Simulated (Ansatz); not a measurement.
Mulliken charges of `[CH3][In-]([OH2+])([Cl])[Cl]` from B3LYP/def2-TZVPP in Ansatz (PBE0-D4/def2-TZVP geometry).

```csv
atom,x (Å),y (Å),z (Å),charge (e)
C1,-1.777,-0.407,0.471,-0.557
In2,-0.082,0.476,-0.460,0.898
O3,1.903,-0.466,0.343,-0.327
Cl4,0.680,-0.105,-2.618,-0.430
Cl5,0.814,2.561,0.189,-0.431
H6,-2.550,0.348,0.606,0.129
H7,-1.480,-0.796,1.445,0.125
H8,-2.155,-1.217,-0.151,0.134
H9,2.340,-0.757,-0.469,0.229
H10,2.391,0.312,0.647,0.229
```

Task: By hand: the dipole of these point charges (1 e Å = 4.8032 D).

Result: Σ q r = (-0.069, -0.572, 0.536) e Å, of length 0.787 e Å = 3.78 D.

Task: How does the dipole of the full density compare? (Best estimate.)

Result: Computed: (0.067, -0.478, 0.451) e Å, 3.17 D; the point charges give 1.19 times that, at 11° from its direction.

Point charges leave out the atoms' own dipoles, such as those of lone pairs, and Mulliken's split depends on the basis, so the two needn't agree.

B3LYP here is the variant with VWN-RPA as its local correlation; programs differ in this.
